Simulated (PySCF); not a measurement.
Molfile (atoms numbered from 1):
```
C8H19B
     RDKit          3D

 28 27  0  0  0  0  0  0  0  0999 V2000
   -2.0512   -0.6193   -1.3411 B   0  0  0  0  0  0  0  0  0  0  0  0
   -1.0306    0.0256   -0.3700 C   0  0  1  0  0  0  0  0  0  0  0  0
   -1.5126    1.2307    0.4337 C   0  0  0  0  0  0  0  0  0  0  0  0
   -0.1309   -0.9610    0.3989 C   0  0  2  0  0  0  0  0  0  0  0  0
   -0.9308   -1.7330    1.4449 C   0  0  0  0  0  0  0  0  0  0  0  0
    1.0966   -0.3125    1.0440 C   0  0  0  0  0  0  0  0  0  0  0  0
    2.0154    0.4866    0.1185 C   0  0  0  0  0  0  0  0  0  0  0  0
    2.5682   -0.3595   -1.0236 C   0  0  0  0  0  0  0  0  0  0  0  0
    3.1472    1.1245    0.9169 C   0  0  0  0  0  0  0  0  0  0  0  0
   -3.0023    0.0094   -1.7527 H   0  0  0  0  0  0  0  0  0  0  0  0
   -1.8419   -1.7228   -1.7991 H   0  0  0  0  0  0  0  0  0  0  0  0
   -0.4196    0.4228   -1.2311 H   0  0  0  0  0  0  0  0  0  0  0  0
   -2.1572    0.9172    1.2697 H   0  0  0  0  0  0  0  0  0  0  0  0
   -2.1079    1.9100   -0.1939 H   0  0  0  0  0  0  0  0  0  0  0  0
   -0.6831    1.8138    0.8636 H   0  0  0  0  0  0  0  0  0  0  0  0
    0.2264   -1.6995   -0.3397 H   0  0  0  0  0  0  0  0  0  0  0  0
   -0.3047   -2.4880    1.9454 H   0  0  0  0  0  0  0  0  0  0  0  0
   -1.3246   -1.0657    2.2283 H   0  0  0  0  0  0  0  0  0  0  0  0
   -1.7855   -2.2567    0.9875 H   0  0  0  0  0  0  0  0  0  0  0  0
    1.6949   -1.1087    1.5250 H   0  0  0  0  0  0  0  0  0  0  0  0
    0.7672    0.3434    1.8697 H   0  0  0  0  0  0  0  0  0  0  0  0
    1.4223    1.3087   -0.3250 H   0  0  0  0  0  0  0  0  0  0  0  0
    3.2458    0.2293   -1.6613 H   0  0  0  0  0  0  0  0  0  0  0  0
    1.7734   -0.7610   -1.6706 H   0  0  0  0  0  0  0  0  0  0  0  0
    3.1411   -1.2172   -0.6322 H   0  0  0  0  0  0  0  0  0  0  0  0
    3.7933    1.7448    0.2761 H   0  0  0  0  0  0  0  0  0  0  0  0
    2.7588    1.7649    1.7243 H   0  0  0  0  0  0  0  0  0  0  0  0
    3.7826    0.3522    1.3822 H   0  0  0  0  0  0  0  0  0  0  0  0
  1  2  1  0
  2  3  1  0
  2  4  1  0
  4  5  1  0
  4  6  1  0
  6  7  1  0
  7  8  1  0
  7  9  1  0
  1 10  1  0
  1 11  1  0
  2 12  1  6
  3 13  1  0
  3 14  1  0
  3 15  1  0
  4 16  1  6
  5 17  1  0
  5 18  1  0
  5 19  1  0
  6 20  1  0
  6 21  1  0
  7 22  1  0
  8 23  1  0
  8 24  1  0
  8 25  1  0
  9 26  1  0
  9 27  1  0
  9 28  1  0
M  END
```

Geometry: PBE0-D3(BJ)/def2-SVP; GIAO absolute shieldings from PySCF 2.14.0 with density-fitted response routines, gas phase, non-relativistic, averaged over equivalent atoms.

At PBE0/pcSseg-1 (248 basis functions, 66 s wall time on 1 thread of an Arm Neoverse V2, shared host):
| atoms | σ (ppm) |
| --- | --- |
| B1 | 13.1 |
| C2 | 132.4 |
| C6 | 139.9 |
| C4 | 147.6 |
| C7 | 157.5 |
| C9 | 158.3 |
| C5 | 160.3 |
| C8 | 162.9 |
| C3 | 173.2 |
| H10/H11 | 23.77 |
| H16 | 28.99 |
| H22 | 29.98 |
| H21 | 30.02 |
| H13/H14/H15 | 30.02 |
| H26/H27/H28 | 30.30 |
| H17/H18/H19 | 30.34 |
| H23/H24/H25 | 30.43 |
| H20 | 30.58 |
| H12 | 30.86 |

Q: Predict the values at B97-2/pcSseg-1 on the same geometry.

A: 
```tsv
atoms	σ at B97-2/pcSseg-1	change
B1	19.3	+6.2
C2	133.9	+1.5
C6	139.9	+0.0
C4	147.0	-0.6
C7	156.5	-1.0
C9	157.6	-0.7
C5	159.6	-0.7
C8	162.2	-0.7
C3	171.9	-1.3
H10/H11	24.13	+0.36
H16	29.12	+0.13
H22	30.07	+0.09
H21	30.11	+0.09
H13/H14/H15	30.13	+0.11
H26/H27/H28	30.40	+0.10
H17/H18/H19	30.44	+0.10
H23/H24/H25	30.52	+0.09
H20	30.67	+0.09
H12	30.93	+0.07
```

The largest change is at B1 (boron bonded to C, 2 H). Cost: 248 basis functions, 63 s wall time on 1 thread of an Arm Neoverse V2, shared host. The order of the carbon signals is the same at both levels.

A carbon bonded to boron is broadened by the quadrupolar boron nucleus and is often missing from a measured spectrum.
